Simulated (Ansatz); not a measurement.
Start from `C[CH2][Zn][NH2]` and change one element to get `C[CH2][Cd][NH2]`.

Ansatz, PBE0-D4/def2-TZVP geometries, multiplicity 1. Each molecule was computed in one conformer, which needn't be the lowest.

Elements past krypton have def2 core potentials. Scalar relativity is left out up to krypton.

```json
{"property": "HOMO–LUMO gap (PBE/def2-TZVPP) / eV", "`C[CH2][Zn][NH2]`": "4.48"}
{"property": "HOMO–LUMO gap (PBE0/def2-TZVPP) / eV", "`C[CH2][Zn][NH2]`": "6.56"}
{"property": "LUMO energy (PBE/def2-TZVPP) / eV", "`C[CH2][Zn][NH2]`": "-0.75"}
{"property": "LUMO energy (ωB97M-V/def2-TZVPP) / eV", "`C[CH2][Zn][NH2]`": "1.31"}
{"property": "LUMO energy (B3LYP/def2-TZVPP) / eV", "`C[CH2][Zn][NH2]`": "-0.30"}
{"property": "HOMO energy (ωB97M-V/def2-TZVPP) / eV", "`C[CH2][Zn][NH2]`": "-8.94"}
```

Question: What does the change do to each property? (Estimate.)

Answer: Ansatz gave: 
```json
{"property": "HOMO–LUMO gap (PBE/def2-TZVPP) / eV", "`C[CH2][Cd][NH2]`": "4.15", "shift": "-0.33"}
{"property": "HOMO–LUMO gap (PBE0/def2-TZVPP) / eV", "`C[CH2][Cd][NH2]`": "6.19", "shift": "-0.37"}
{"property": "LUMO energy (PBE/def2-TZVPP) / eV", "`C[CH2][Cd][NH2]`": "-0.95", "shift": "-0.20"}
{"property": "LUMO energy (ωB97M-V/def2-TZVPP) / eV", "`C[CH2][Cd][NH2]`": "1.13", "shift": "-0.18"}
{"property": "LUMO energy (B3LYP/def2-TZVPP) / eV", "`C[CH2][Cd][NH2]`": "-0.49", "shift": "-0.19"}
{"property": "HOMO energy (ωB97M-V/def2-TZVPP) / eV", "`C[CH2][Cd][NH2]`": "-8.69", "shift": "0.25"}
```

With PBE0 the HOMO rises by 0.18 eV and the LUMO falls by 0.19 eV, so the gap narrows by about 0.37 eV. PBE moves the HOMO by 0.13 eV and ωB97M-V by 0.25 eV.

B3LYP here is the variant with VWN-RPA as its local correlation; programs differ in this.
